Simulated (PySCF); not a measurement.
Species: C11H12.
InChI=1S/C11H12/c1-2-9-7-8-10-5-3-4-6-11(9)10/h3-7H,2,8H2,1H3

Torsions of this conformer, `[CH3:1][CH2:2][C:3]1=[CH:4][CH2:5][c:6]2[cH:7][cH:8][cH:9][cH:10][c:11]21`: C1–C2–C3–C4 -105°.

The closed-shell ground state was solved at several levels (PySCF, density fitting, gas phase, non-relativistic). The structure is a single PBE0-D3(BJ)/def2-SVP conformer in the gas phase; no vibrational or solvent corrections.

| level | basis functions | HOMO (eV) | LUMO (eV) | gap (eV) | dipole (D) |
| --- | --- | --- | --- | --- | --- |
| B3LYP/pcJ-1 | 417 | -5.99 | -0.79 | 5.20 | 0.65 |
| PBE0/pcSseg-1 | 247 | -6.22 | -0.63 | 5.59 | 0.67 |

Problem. What might CAM-B3LYP/def2-SVPD (316 basis functions) give for the same quantities?

Solution. HOMO -7.37 eV, LUMO 0.41 eV, gap 7.78 eV, dipole 0.66 D.

Problem. Over all these levels, which gives the widest orbital gap and which the narrowest?

Solution. CAM-B3LYP/def2-SVPD (range-separated hybrid) has the widest, 7.78 eV, and B3LYP/pcJ-1 (global hybrid, 20 % exact exchange) the narrowest, 5.20 eV. Functional and basis both differ between the two, so the spread mixes both effects.

Problem. How far do the dipole and the HOMO energy spread over the levels?

Solution. The dipole runs from 0.65 to 0.67 D (mean 0.66 D) and the HOMO from -7.37 to -5.99 eV.
